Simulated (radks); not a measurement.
Values are calculated unless marked as measured or tabulated.
The gadolinium ion Gd+ inside a hard spherical wall (all orbitals vanish at R), configuration held at [Xe] 4f7 5d1 6s1 and not refilled when levels cross. Level of theory: scalar-relativistic Kohn-Sham, LDA (Slater exchange, VWN5 correlation), spin-unpolarised, spherical densities, finite nucleus; Fermi nuclear charge, rms radius 5.1569 fm (a radial shooting solver on a logarithmic mesh with Libxc functionals). Eigenvalues in eV, with the zero of energy where the potential of the charges vanishes at infinity; a dash marks a level that is unbound or too diffuse for the functional's potential to be trusted. A positive occupied level is held by the wall or, in an anion where self-interaction has pushed it up, behind a barrier. The pressure on the wall is -dE/dV.

| R (bohr) | E (hartree) | kinetic (hartree) | e(5p) | e(4f) | e(6s) | e(5d) | e(6p, empty) | e(7s, empty) | pressure (GPa) |
|---|---|---|---|---|---|---|---|---|---|
| free | -11262.4826 | 12088.742 | -33.780 | -15.334 | -9.542 | -8.646 | -5.885 | -2.845 | 0 |
| 15 | -11262.4826 | 12088.742 | -33.780 | -15.333 | -9.542 | -8.646 | -5.884 | -2.772 | < 0.0001 |
| 12 | -11262.4826 | 12088.742 | -33.779 | -15.332 | -9.541 | -8.644 | -5.876 | -2.443 | 0.000331 |
| 8 | -11262.4792 | 12088.773 | -33.628 | -15.176 | -9.378 | -8.508 | -5.427 | 1.050 | 0.158 |
| 7 | -11262.4708 | 12088.833 | -33.387 | -14.923 | -9.057 | -8.276 | -4.752 | 4.252 | 0.690 |
| 6 | -11262.4432 | 12088.989 | -32.860 | -14.362 | -8.171 | -7.722 | -3.135 | 10.460 | 3.05 |
| 5 | -11262.3525 | 12089.414 | -31.783 | -13.170 | -5.693 | -6.401 | 0.866 | 23.292 | 14.8 |
| 3 | -11260.3199 | 12098.071 | -21.091 | -0.950 | 30.696 | 9.490 | 48.052 | 135.72 | 980 |
| 2.5 | -11256.9675 | 12111.335 | -8.266 | 11.894 | 73.524 | 27.690 | 97.652 | 237.67 | 4150 |
| 2 | -11246.2044 | 12149.708 | 26.237 | 40.144 | 178.49 | 73.520 | 213.16 | 458.79 | 22300 |
| 1.5 | -11203.4551 | 12287.192 | 144.33 | 111.71 | 482.52 | 214.97 | 533.79 | 1031.9 | 176000 |
